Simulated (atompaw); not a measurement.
## Building the PAW (atompaw) potential for cadmium (Cd) (PBEsol, scalar-relativistic).

| Item | Value |
| --- | --- |
| Element | Cd (Z = 48) |
| Generator | atompaw 4.2.0.5 |
| Type | PAW |
| Functional | PBEsol |
| Relativity | scalar-relativistic |
| Frozen core | [Ar] 3d10 |
| Valence charge | 20 |
| Reference configuration | 4s2 4p6 4d10 5s2 5p0 |
| Partial waves | 4s (bound); 5s (bound); 4p (bound); 5p (bound, empty); 4d (bound); 4d channel at -0.45 Ry |
| Local potential | troulliermartins scheme with l = 3 at 0 Ry, radius 1.10 bohr |
| Core correction | smooth core density matched at 1.05 bohr |
| Augmentation charge | sinc compensation charge, radius 1.55 bohr; PAW radius 1.60 bohr; waves and projectors: bloechl |

All-electron outer shells of the reference configuration (PBEsol, scalar-relativistic, ld1.x):

| shell | level (eV) | outermost node (bohr) | outermost maximum (bohr) |
| --- | --- | --- | --- |
| 3p | -600.98 | 0.14 | 0.32 |
| 3d | -393.64 | – | 0.27 |
| 4s | -105.81 | 0.43 | 0.79 |
| 4p | -66.89 | 0.43 | 0.84 |
| 4d | -11.73 | 0.42 | 0.98 |
| 5s | -5.70 | 1.07 | 2.32 |
| 5p | -1.14 | 1.20 | 3.29 |

Does this generation succeed?

No. atompaw 4.2.0.5 stopped with "atompaw: The overlap operator has at least one negative eigenvalue!": the overlap operator built from these waves and projectors is not positive definite.
